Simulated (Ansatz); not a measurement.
Stepwise reaction of `C[O][Sn][O]C` with hydrogen chloride, as a gas-phase model of exchange steps in deposition or etching. ΔE in kJ/mol; ΔG adds harmonic PBE0-D4 terms to CCSD(T)/CBS, at 1 bar.

Gas-phase electronic energies from Ansatz, PBE0-D4/def2-TZVP geometries. CBS: MP2 limit from def2 TZ/QZ plus the TZ coupled-cluster correction, frozen cores. This one scheme is used for every species. DFT in def2-TZVPP. B3LYP here is the variant with VWN-RPA as its local correlation; programs differ in this. def2 core potentials past Kr. For Sn outer-core shells are correlated without core-valence functions, which leaves a few kJ/mol of doubt a bond. Each species was taken in one conformer, which may not be the lowest.

```json
{"step": "1", "reaction": "`C[O][Sn][O]C` + HCl → `C[O][Sn][Cl]` + CH₃OH", "PBE-D4": "-81.4", "B3LYP-D4": "-80.8", "ωB97M-V": "-82.1", "CCSD(T)/CBS": "-79.3", "ΔG(600 K)": "-78.0"}
{"step": "2", "reaction": "`C[O][Sn][Cl]` + HCl → `[Cl][Sn][Cl]` + CH₃OH", "PBE-D4": "-55.5", "B3LYP-D4": "-56.8", "ωB97M-V": "-57.8", "CCSD(T)/CBS": "-53.5", "ΔG(600 K)": "-51.2"}
```

Question: By hand: ΔE of the 2 steps together at CCSD(T)/CBS.

Answer: (-79.3) + (-53.5) = -132.8 kJ/mol, or -66.4 kJ/mol a step.

In ΔE each step is higher than the one before. All are downhill at CCSD(T)/CBS. ΔG lies between -78.0 and -51.2 kJ/mol a step. PBE-D4 differs from CCSD(T)/CBS by -2.1 to -2.0 kJ/mol a step. Isolated molecules leave out the surface, adducts and barriers. Largest T1 diagnostic: 0.017.
